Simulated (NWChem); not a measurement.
Species: C3H2FN; SMILES F/C=C/C#N

```xyz
7

N     -0.2280    -2.5310     0.0000
C      0.0957    -1.4171     0.0000
C      0.5114    -0.0573     0.0000
C     -0.3779     0.9418     0.0000
F      0.0024     2.1998     0.0000
H      1.5829     0.1627     0.0000
H     -1.4645     0.8104     0.0000
```
Atoms are numbered in this order, from 1.

Program: NWChem. Pople sets run with spherical d functions. All runs use the structure optimised with PBE0/def2-SVP. Atomic charges in e: unrestrained fits to the electrostatic potential beside Mulliken populations; buried atoms are poorly determined by the fit.

Problem. What does the run give for Hartree-Fock/6-31G*? Quantities: ESP N1; Mulliken N1; ESP C2; Mulliken C2; ESP C3; Mulliken C3; ESP C4; Mulliken C4; ESP F5; Mulliken F5; relative RMS misfit of the potential (%).

Solution. 
- ESP N1 = -0.49
- Mulliken N1 = -0.39
- ESP C2 = 0.45
- Mulliken C2 = 0.23
- ESP C3 = -0.42
- Mulliken C3 = -0.31
- ESP C4 = 0.27
- Mulliken C4 = 0.35
- ESP F5 = -0.18
- Mulliken F5 = -0.38
- relative RMS misfit of the potential (%) = 18
